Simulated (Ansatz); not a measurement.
Species: diiodo(methyl)borane, CH₃BI₂, charge 0, multiplicity 1. 
Coordinates optimised at B3LYP-D3(BJ)/def2-TZVP (Ansatz, a first-principles code):
```
B
C 1 1.5517
H 2 1.0905 1 112.85
H 2 1.0905 3 109.87 1 -126.89
H 2 1.0980 3 106.73 4 -115.36
I 1 2.1390 2 120.60 3 28.53
I 1 2.1390 2 120.60 3 -153.82
```

Parts of the frozen-core correlation energy in def2-TZVPPD (Ansatz, hartree). Frozen orbitals: 20; correlated occupied orbitals by spin: 12 and 12; virtual: 211 and 211. No spin-orbit coupling. In def2 rows, elements after Kr have scalar-relativistic effective core potentials.

```
term                            value
-------------------------  ----------
reference (HF)             -657.70466
MP2 opposite-spin                 ___
MP2 same-spin                -0.13257
CCSD correlation                  ___
(T)                               ___
T1 diagnostic                   0.015
largest doubles amplitude       0.018
```

Question: Fill in the missing entries.

Answer: 
- MP2 opposite-spin, value: -0.42291
- CCSD correlation, value: -0.59722
- (T), value: -0.02762
